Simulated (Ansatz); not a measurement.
A nudged elastic band was laid between two geometries of CH₇FOSi₂ (12 atoms, charge 0, multiplicity 1).

Level of theory: Ansatz 0.2.0, RKS PBE-D4/def2-mTZVP.

- movable images: 2
- climbing image: yes
- spring: 5.0 eV/Å²
- optimiser: quadratic models (default)
- start path: through a guess of the saddle point
- force threshold: 0.05 eV/Å
- iteration limit: 60
- end points: relaxed

Initial state:

```xyz
12
Properties=species:S:1:pos:R:3
O -1.831 -0.174 2.015
C -1.343 0.175 0.706
Si 0.532 -0.184 0.519
Si 1.338 0.226 -1.656
F 1.064 1.793 -2.050
H -1.744 -1.141 2.114
H -1.924 -0.322 -0.094
H -1.521 1.255 0.595
H 0.754 -1.646 0.803
H 1.311 0.606 1.526
H 0.629 -0.620 -2.670
H 2.811 -0.025 -1.774
```

Final state:

```xyz
12
Properties=species:S:1:pos:R:3
O -1.869 -0.325 1.959
C -1.399 -0.122 0.614
Si 0.510 0.094 0.555
Si 1.301 0.317 -1.655
F 2.929 0.484 -1.659
H -1.493 -1.166 2.281
H -1.733 -0.931 -0.062
H -1.887 0.800 0.263
H 1.124 -1.128 1.179
H 0.908 1.288 1.368
H 0.719 1.524 -2.328
H 0.967 -0.889 -2.481
```

(1) What changes between the two ends?

(2) Give the energies along the band, and the barrier.

(3) What is the geometry of the highest image?

The band took 7 iterations and roughly 2.4 core-minutes.

Answers

(1) No bond is made or broken. The dihedral H10–Si3–Si4–F5 goes from -65 to 58°.

(2) The forces met the threshold. The highest image is number 2 of 0 to 3, 0.042 eV above the first end and 0.022 eV above the last; the last end lies 0.021 eV above the first. Another band between the same ends (7 images) ends at a top of the same energy, where a vibrational analysis finds no clearly imaginary modes. So few images can step over the top or miss a turn of the path.

| image | path coordinate (Å) | energy (eV) | dihedral H10–Si3–Si4–F5 (°) |
| --- | --- | --- | --- |
| 0 | 0.00 | 0.000 | -65 |
| 1 | 1.30 | 0.025 | -30 |
| 2 | 2.60 | 0.042 | 6 |
| 3 | 4.51 | 0.021 | 58 |

(3) 
```xyz
12
Properties=species:S:1:pos:R:3:forces:R:3
O -1.883 -0.302 1.945 -0.01 0.03 0.01
C -1.377 -0.023 0.627 0.01 -0.02 0.01
Si 0.542 0.002 0.573 -0.02 -0.01 0.00
Si 1.309 0.281 -1.647 -0.01 -0.03 0.02
F 2.386 1.509 -1.735 0.00 0.00 0.00
H -1.588 -1.198 2.195 0.01 -0.01 -0.01
H -1.788 -0.726 -0.123 0.00 0.00 -0.01
H -1.762 0.973 0.361 -0.01 0.00 0.00
H 1.024 -1.319 1.108 0.00 0.00 0.00
H 1.070 1.088 1.459 0.00 0.01 -0.01
H 0.167 0.614 -2.562 0.01 0.01 0.00
H 1.977 -0.955 -2.167 0.01 0.01 -0.01
```

Time of the run: 73 s on 2 threads of Arm Neoverse N1, on a shared host, peak memory 0.16 GiB.
